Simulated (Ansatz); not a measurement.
A nudged elastic band was laid between two geometries of FH + FH + GeH5N (11 atoms, charge 0, multiplicity 1).

Computed with RKS PBE0-D4/def2-SVP in Ansatz.

```
movable images  : 5
climbing image  : yes
spring          : 5.0 eV/Å²
optimiser       : quadratic models (default)
start path      : through a guess of the saddle point
force threshold : 0.05 eV/Å
iteration limit : 60
end points      : relaxed
```

Initial state:

```xyz
11
Properties=species:S:1:pos:R:3
Ge -1.206 -0.502 -0.296
N -0.026 -0.058 1.121
H -0.503 -1.582 -1.113
H -2.500 -1.060 0.338
H -1.493 0.800 -1.038
H 1.592 0.722 -1.249
F 1.071 0.493 -2.012
H 1.249 0.535 0.619
F 2.072 0.923 0.188
H 0.201 -0.881 1.680
H -0.457 0.610 1.762
```

Final state:

```xyz
11
Properties=species:S:1:pos:R:3
Ge -1.151 -0.345 -0.907
N 0.268 -0.166 1.316
H -0.417 -1.687 -0.827
H -2.211 -0.034 0.153
H -1.830 -0.255 -2.299
H 1.504 0.995 -0.751
F -0.022 1.028 -1.143
H 1.218 0.052 1.003
F 2.348 0.819 -0.363
H 0.313 -1.005 1.892
H -0.021 0.599 1.925
```

**Question.** What changes between the two ends?

**Answer.** Bonds broken: Ge1–N2, H6–F7, H8–F9. Bonds formed: Ge1–F7, N2–H8, H6–F9. FH + FH + GeH5N becomes FGeH3 + FH + H3N.

**Question.** Give the energies along the band, and the barrier.

**Answer.** The run converged. The highest image is number 3 of 0 to 6, 13.8 kJ/mol above the first end and 30.5 kJ/mol above the last; the last end lies 16.6 kJ/mol below the first. A structure lower than the first end lies on the path between it and the top, so the climb from that side starts below the end, which may itself be a saddle point or a shallow side well. A vibrational analysis at the climbing image gives one clearly imaginary mode, 219i cm⁻¹: a first-order saddle point. The orbitals stay closed-shell, which can raise the energy where a bond breaks towards radicals; this wasn't checked here.

```json
{"image": "0", "path coordinate (Å)": "0.00", "energy (kJ/mol)": "0.0", "Ge1–N2 (Å)": "1.90", "H6–F7 (Å)": "0.95", "H8–F9 (Å)": "1.01"}
{"image": "1", "path coordinate (Å)": "0.91", "energy (kJ/mol)": "-0.1", "Ge1–N2 (Å)": "1.90", "H6–F7 (Å)": "0.95", "H8–F9 (Å)": "1.01"}
{"image": "2", "path coordinate (Å)": "1.81", "energy (kJ/mol)": "-1.7", "Ge1–N2 (Å)": "1.90", "H6–F7 (Å)": "0.95", "H8–F9 (Å)": "1.01"}
{"image": "3", "path coordinate (Å)": "2.72", "energy (kJ/mol)": "13.8", "Ge1–N2 (Å)": "1.97", "H6–F7 (Å)": "1.13", "H8–F9 (Å)": "1.40"}
{"image": "4", "path coordinate (Å)": "3.76", "energy (kJ/mol)": "9.3", "Ge1–N2 (Å)": "2.16", "H6–F7 (Å)": "1.45", "H8–F9 (Å)": "1.78"}
{"image": "5", "path coordinate (Å)": "4.81", "energy (kJ/mol)": "-8.2", "Ge1–N2 (Å)": "2.43", "H6–F7 (Å)": "1.58", "H8–F9 (Å)": "1.94"}
{"image": "6", "path coordinate (Å)": "5.85", "energy (kJ/mol)": "-16.6", "Ge1–N2 (Å)": "2.64", "H6–F7 (Å)": "1.58", "H8–F9 (Å)": "1.93"}
```

**Question.** What is the geometry of the highest image?

**Answer.** 
```xyz
11
Properties=species:S:1:pos:R:3:forces:R:3
Ge -1.002 -0.496 -0.500 -0.01 0.00 0.00
N 0.036 0.137 1.046 0.00 -0.01 -0.01
H -0.156 -1.338 -1.445 0.00 0.00 0.00
H -1.893 -1.495 0.308 0.00 0.00 0.00
H -1.940 0.586 -1.027 0.00 0.00 0.00
H 1.450 0.633 -0.812 -0.01 -0.02 0.00
F 0.507 1.078 -1.237 0.01 0.02 0.00
H 1.089 0.017 0.726 -0.01 0.00 0.01
F 2.187 0.064 -0.134 0.01 0.01 0.00
H -0.182 -0.330 1.926 0.00 0.00 0.00
H -0.095 1.144 1.147 0.00 0.00 0.00
```

The band took 35 iterations and roughly 8 core-minutes.

Run time: 4.3 min on 2 threads of Intel(R) Xeon(R) 6975P-C (Granite Rapids), on a shared host, peak memory 0.3 GiB.
